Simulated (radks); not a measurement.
Hf2+, configuration [Xe] 4f14 5d1.5 6d0.5 (fractional occupations, a model configuration). Calculated with a radial shooting solver on a logarithmic mesh with Libxc functionals: scalar-relativistic Kohn-Sham, SOGGA, spin-polarised, spherical densities, point nucleus; open shells are filled with parallel spins first (spin-orbit coupling, left out, can overturn this in heavy ions). Some entries of the table are withheld. Estimate them.

| orbital | occ. | eigenvalue (hartree) | <r> (bohr) | <1/r> (bohr^-1) |
|---|---|---|---|---|
| 1s down | 1 | -2399.059 | 0.01899 | 83.82 |
| 1s up | 1 | -2399.058 | 0.01899 | 83.82 |
| 2s up | 1 | -410.8438 | 0.08039 | 19.57 |
| 2s down | 1 | -410.8418 | 0.08039 | 19.57 |
| 2p up | 3 | -360.8520 | 0.07174 | 17.85 |
| 2p down | 3 | -360.8504 | 0.07174 | 17.85 |
| 3s up | 1 | -94.11561 | 0.2087 | 7.238 |
| 3s down | 1 | -94.11540 | 0.2087 | 7.238 |
| 3p up | 3 | -79.18342 | 0.2086 | 6.710 |
| 3p down | 3 | -79.18313 | 0.2086 | 6.710 |
| 3d up | 5 | -61.50849 | 0.1890 | 6.349 |
| 3d down | 5 | -61.50744 | 0.1890 | 6.349 |
| 4s up | 1 | -19.48330 | 0.4683 | 3.067 |
| 4s down | 1 | -19.48216 | 0.4683 | 3.067 |
| 4p up | 3 | -14.58461 | 0.4978 | 2.792 |
| 4p down | 3 | -14.58356 | 0.4978 | 2.792 |
| 4d up | 5 | -8.25630 | 0.5353 | 2.475 |
| 4d down | 5 | -8.25485 | 0.5353 | 2.475 |
| 5s up | 1 | -3.14022 | 1.135 | 1.172 |
| 5s down | 1 | -3.11663 | 1.130 | 1.177 |
| 5p up | 3 | -1.98474 | 1.335 | 0.9779 |
| 5p down | 3 | -1.95072 | 1.327 | 0.9851 |
| 4f up | 7 | -1.28754 | 0.6774 | 1.916 |
| 4f down | 7 | -1.28165 | 0.6730 | 1.922 |
| 5d up | 1.5 | -0.71963 | 2.024 | 0.6332 |
| 5d down | 0 | -0.66925 | 2.010 | 0.6387 |
| 6d up | 0.5 | (1) | 5.647 | 0.2268 |

Answer. 
(1) 6d up eigenvalue (hartree): -0.27832
